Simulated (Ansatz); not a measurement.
A single point on C2H5FSeSi, SMILES `C=C(F)[SiH2][SeH]`.

```yaml
crystal:
  periodic: [false, false, false]
  atoms:
    - {symbol: C, position_ang: [-1.561812, 0.790993, 0.356571]}
    - {symbol: C, position_ang: [-0.356614, 0.791379, -0.193043]}
    - {symbol: F, position_ang: [0.254999, 1.965796, -0.450336]}
    - {symbol: Si, position_ang: [0.617791, -0.740523, -0.655915]}
    - {symbol: Se, position_ang: [2.590538, -0.876603, 0.465090]}
    - {symbol: H, position_ang: [-2.076194, 1.712792, 0.605094]}
    - {symbol: H, position_ang: [-2.054266, -0.149730, 0.563811]}
    - {symbol: H, position_ang: [-0.268566, -1.896426, -0.377067]}
    - {symbol: H, position_ang: [1.011855, -0.695102, -2.084241]}
    - {symbol: H, position_ang: [1.925468, -0.953676, 1.772936]}
basis:
  gaussian: {orbitals: def2-QZVPP}
correlation: {method: mp2}
```

```sh
$ ansatz run in.yaml --threads 4 --pin off --events-out ev --progress --plain --max-ram 10444MiB
```

Output, abridged:

```
Functional definition: HF
2933 factors; integrals over basis functions are off by at most 1.0e-3 eV
mean field evaluation 1: about -78012.2231 eV, gradient 3.1e1 eV
mean field evaluation 2: about -78012.3637 eV, gradient 3.1e1 eV
mean field evaluation 4: about -78015.2897 eV, gradient 3.9e0 eV
mean field evaluation 8: about -78015.3542 eV, gradient 3.2e-1 eV
mean field evaluation 16: about -78015.3550 eV, gradient 2.2e-6 eV
mean field -78015.35498452 eV, -2867.0114149741 hartree, gradient 2.2e-6 eV, S^2 0.000000; 0 other end points of the search recorded, 0 dependent functions left out
17 core orbitals not correlated: weight in the atoms' cores, before any rotation towards them, 1.000 or more for the frozen orbitals, at most 0.000 for the correlated occupied ones
reference -78015.35498452 eV, -2867.0114149741 hartree; 20, 20 occupied and 443, 443 virtual orbitals, 2933 factors
second order -35.89745846 eV of doubles, -0.00000000 eV of singles
Total energy: -78051.25244297 eV, -2868.3306222402 hartree
```

Run time 30 s (4 threads of an Arm Neoverse V1 on a shared host); peak host memory 3 GiB.
